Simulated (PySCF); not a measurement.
Gas-phase equilibrium of 1 mol AsH3, 11 mol H2 at 2000 K and 0.133 bar, among 7 species (As, AsH3, As2, H, H2, As4, AsH2). Only gases are allowed; each row takes one source of thermochemistry for all species, and Cantera finds the minimum.

Energies from PySCF, thermal terms from the rigid-rotor harmonic-oscillator model, ideal gas at 1 bar. † marks an energy on the PBE0/def2-TZVP geometry and frequencies; other levels use their own. MP2 freezes the core. 6-31G* has spherical d functions here. Open shells (unrestricted) among the columns below: As (multiplicity 4), H (multiplicity 2), AsH2 (multiplicity 2); the rest are closed-shell singlets. As: all electrons, no relativistic terms. AsH2: computed as isolated molecules; such fragments, hydroxides, amides, oligomers or adducts are transient or little studied in the gas. MP2 isn't extrapolated to the basis-set limit. The harmonic model lacks anharmonicity and excited electronic states, which grow with temperature; levels with a mode under 35 cm⁻¹ are left out.

Molecules larger than those listed are left out.

With BLYP/def2-TZVP† thermochemistry: H2 0.96, H 0.0047, As 0.0015, As2 0.038, AsH2 3.0e-5, As4 2.3e-7, AsH3 4.3e-7.

Problem. How far does the composition move with the other sources (HF/6-31G*, HF/def2-TZVP†, MP2/def2-SVP†, PBE/def2-TZVP†, PBE0/def2-QZVP†)?

Solution. 
```json
[
 {"thermochemistry": "BLYP/def2-TZVP†", "x H2": "0.96", "x H": "0.0047", "x As": "0.0015", "x As2": "0.038", "x AsH2": "3.0e-5", "x As4": "2.3e-7", "x AsH3": "4.3e-7"},
 {"thermochemistry": "HF/6-31G*", "x H2": "0.79", "x H": "0.14", "x As": "0.069", "x As2": "4.6e-9", "x AsH2": "1.1e-6", "x As4": "<1e-12", "x AsH3": "1.5e-9"},
 {"thermochemistry": "HF/def2-TZVP†", "x H2": "0.82", "x H": "0.11", "x As": "0.070", "x As2": "1.6e-8", "x AsH2": "2.0e-6", "x As4": "<1e-12", "x AsH3": "2.8e-9"},
 {"thermochemistry": "MP2/def2-SVP†", "x H2": "0.93", "x H": "0.018", "x As": "0.030", "x As2": "0.023", "x AsH2": "2.4e-5", "x As4": "1.2e-7", "x AsH3": "4.4e-7"},
 {"thermochemistry": "PBE/def2-TZVP†", "x H2": "0.95", "x H": "0.0084", "x As": "0.0020", "x As2": "0.037", "x AsH2": "5.2e-5", "x As4": "4.1e-5", "x AsH3": "1.3e-6"},
 {"thermochemistry": "PBE0/def2-QZVP†", "x H2": "0.95", "x H": "0.0086", "x As": "0.0088", "x As2": "0.034", "x AsH2": "0.00013", "x As4": "8.3e-5", "x AsH3": "2.8e-6"}
]
```
The most sensitive of these is As4: it spans a factor of 10^7.9 over these rows; at this temperature one factor of ten is RT ln 10 = 38 kJ/mol.
